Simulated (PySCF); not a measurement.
## RuCl₃⁺: one-bond stretch

All numbers come from PySCF, UB3LYP, basis Ru def2-SVP with ECP28, Cl def2-SVP (scalar-relativistic core potentials, no spin–orbit coupling, density fitting).

Rigid scan from the triplet minimum (Ru–Cl 2.142 Å (×3); Cl–Ru–Cl 120.0° (×3)). Coordinate: the bond from Ru to the last atom (Cl) scaled, the rest fixed. Energies in kJ/mol from the minimum.

```csv
scale of one bond,E (kJ/mol),"dipole size (D, about the centre of mass)",⟨S²⟩
0.92,36.6,0.76,2.01
0.96,7.9,0.37,2.01
1.00,0.0,0.00,2.02
1.05,9.3,0.42,2.02
1.12,42.8,0.92,2.09
1.20,93.0,1.29,2.24
1.35,177.9,1.10,2.60
1.55,230.2,–,2.90
1.80,249.3,–,3.00
2.20,255.8,–,3.04
```

Spin contamination is strong at 1.20, 1.35, 1.55, 1.80, 2.20, so these points are less reliable.

Other spin states or occupations of the open shell can lie lower. At this level a quintet minimum of C2v symmetry lies 3 kJ/mol below the start of the scan.

The scan took about 3 core-minutes on a shared host.
